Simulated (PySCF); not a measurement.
W(O)(S)(OH)(SH) (H2O2S2W), SMILES [OH][W]([SH])(=[S])=[O], multiplicity 1. Coordinates come from a B3LYP-D3(BJ)/def2-SVP optimisation. The multiplicity is an assumed one; no other spin state was optimised. The structure was generated by enumeration; whether it is a known compound was not checked. The def2 effective core potentials stand for the cores of W; spin–orbit coupling is left out. One conformer was computed; it need not be the lowest.

Level of theory: B3LYP-D3(BJ)/def2-SVP in PySCF 2.14.0.

Harmonic wavenumbers (cm⁻¹): 126, 151, 180, 225, 251, 283, 298, 388, 543, 553, 664, 730, 1009, 2639, 3844. Rotational constants (GHz): 2.305, 1.764, 1.403; symmetry number 1.

Question: Work out the zero-point energy and the ideal-gas rigid-rotor harmonic-oscillator thermochemistry at 298.15 K and 1 atm.

Answer: ZPE = ½ Σ hcν = ½ × 11883 cm⁻¹ = 16.99 kcal/mol. H − E(el) = 22.35 kcal/mol. Entropy in cal/(mol K): translation 42.81, rotation 28.42, vibration 17.40, total 88.63. G − E(el) = -4.08 kcal/mol. Cp = 26.42 cal/(mol K). Modes under 150 cm⁻¹ make the vibrational entropy uncertain.
